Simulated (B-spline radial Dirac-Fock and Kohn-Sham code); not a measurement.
# Binding energies of Bi³⁺ in different valence configurations

Method: Dirac-Fock energy differences between relaxed states, corrected for Breit and QED terms. Computed with a radial B-spline solver. No correlation.

Reference: the tabulated ground configuration [Xe] 4f14 5d10 6s2, with 1s 90560.3 eV, 3p1/2 3740.0 eV, 3p3/2 3221.3 eV, 4s 984.0 eV, 4d3/2 506.1 eV, 4f7/2 194.0 eV, Kα1 77103.5 eV, Kβ1 87339.0 eV.

Question: One of these configurations gives the following shifts from the reference, in eV: average energy +10.56, 1s +1.61, 3p1/2 +1.67, 3p3/2 +1.67, 4s +1.52, 4d3/2 +1.67, 4f7/2 +1.67, Kα1 -0.03, Kβ1 -0.05. Which?
A. [Xe] 4f14 5d10 6s1 6p1
B. [Xe] 4f14 5d9 6s2 6p1

Answer: A. The others give [Xe] 4f14 5d9 6s2 6p1: 1s +7.26.
